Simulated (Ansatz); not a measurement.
Geometry optimisation, RKS B3LYP-D4/def2-SVP in Ansatz.

The input (input.yaml):

```yaml
crystal:
  periodic: [false, false, false]
  atoms:
    - { symbol: Ge, position_ang: [-0.539848, -0.200134, -0.312348] }
    - { symbol: H, position_ang: [0.221135, 0.736414, 2.164148] }
    - { symbol: F, position_ang: [0.840624, -1.016055, 0.325933] }
    - { symbol: H, position_ang: [-0.279278, 1.297648, -0.443839] }
    - { symbol: F, position_ang: [-0.767537, -0.898017, -1.875552] }
    - { symbol: Br, position_ang: [-2.44653, -0.740981, 0.983082] }
    - { symbol: H, position_ang: [-0.488666, 0.715026, 2.267175] }
basis:
  gaussian: { orbitals: def2-SVP }
hamiltonian:
  xc: b3lyp
  dispersion: d4
relax:
  f_tol: 0.03
  max_steps: 50
```

Run as:

```bash
$ ansatz run input.yaml --threads 2 --pin off --max-ram 3072MiB --backend cpu --events-out ev --progress --plain --runs-dir out
```

**Question.** Where does it end, and by what steps?

**Answer.** It converged. The force dipped under the threshold on the way, but the program's further checks kept it going. After 21 steps the energy has fallen by 0.179 eV; H7 moved furthest, 1.01 Å.

```
step  energy less start (eV)  largest force component (eV/Å)  accepted
   0                  0.0000                           1.751       yes
   1                 -0.1441                           0.108       yes
   2                 -0.1629                           0.155       yes
   3                 -0.1662                           0.074       yes
   4                 -0.1673                           0.097       yes
   5                 -0.1682                           0.192       yes
   6                 -0.1695                           0.206       yes
   7                 -0.1736                           0.044       yes
   8                 -0.1752                           0.136       yes
   9                 -0.1739                           0.291        no
  10                 -0.1765                           0.054       yes
  11                 -0.1778                           0.018       yes
  12                 -0.1698                           0.573        no
  13                 -0.1783                           0.092       yes
  14                 -0.1786                           0.057       yes
  15                 -0.1788                           0.003       yes
  16                 -0.1790                           0.009       yes
  17                 -0.1787                           0.146        no
  18                 -0.1792                           0.034       yes
  19                 -0.1792                           0.058       yes
  20                 -0.1793                           0.031       yes
  21                 -0.1794                           0.011       yes
```

```xyz
7
Properties=species:S:1:pos:R:3
Ge -0.755 -0.272 -0.483
H 0.474 0.629 2.473
F 0.547 -0.860 0.497
H -0.653 1.244 -0.629
F -0.518 -1.026 -2.019
Br -2.722 -1.022 0.401
H 0.165 1.201 2.868
```

Whether the end is a true minimum wasn't checked by a vibrational analysis.

Run time: 52 s on 2 threads of Arm Neoverse V2, on a shared host, peak memory 0.27 GiB.
